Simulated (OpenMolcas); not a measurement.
**Re6+ in a point-charge field**

Re6+ among 5 point charges of -1 e arranged as a trigonal bipyramid (D3h), 2.01 Å from the ion, with the axial distance 1.688 Å.

```
Program             : OpenMolcas 26.06
Method              : CASSCF
Basis               : ANO-RCC-VTZP [8s7p5d3f2g1h]
Scalar Hamiltonian  : DKH2, point nucleus
Active space        : 1 electron in 5 orbitals (5d)
State averaging     : 2S+1 = 2 even, 5 roots
Spin-orbit coupling : state interaction with AMFI integrals over the reference wave functions
```

The lowest spin-free states (labels of D3, the rotations of D3h), above the lowest:

| State | Degeneracy | E (cm-1) | Free-ion L (%) |
| --- | --- | --- | --- |
| 2E | 2 | 0.0 | D (100) |
| 2E | 2 | 3886 | D (100) |
| 2A1 | 1 | 13192 | D (100) |

The lowest levels with spin-orbit coupling:

```json
{"E (cm-1)": "0.0", "Degeneracy": "2", "Label": "E3/2", "2S+1": "2", "g": "0.00 0.00 2.23"}
{"E (cm-1)": "5448", "Degeneracy": "2", "Label": "E1/2", "2S+1": "2", "g": "0.28 1.41 1.41"}
{"E (cm-1)": "10350", "Degeneracy": "2", "Label": "E1/2", "2S+1": "2", "g": "0.00 0.00 6.00"}
{"E (cm-1)": "13667", "Degeneracy": "2", "Label": "E3/2", "2S+1": "2", "g": "0.00 0.00 3.77"}
{"E (cm-1)": "21377", "Degeneracy": "2", "Label": "E1/2", "2S+1": "2", "g": "1.72 3.41 3.41"}
```

Powder χT (cm3 K/mol): 0.155 at 2 K, 0.156 at 10 K, 0.158 at 50 K, 0.16 at 100 K, 0.164 at 200 K, 0.169 at 300 K. The effective moment at 300 K is 2.828 √(χT) = 1.16 μB.

The lowest level has 2S+1 = 2, for which the spin-only value is χT = S(S+1) / 2 = 0.375 cm3 K/mol (g = 2). The computed 0.169 at 300 K differs by -0.206, through orbital momentum, spin-orbit coupling and any other state in reach.

An orbital doublet at a regular site is open to a Jahn-Teller distortion, which this geometry leaves out. Point charges carry no covalency, so the field is a model and not that of real ligands. No measured value stands beside these numbers.
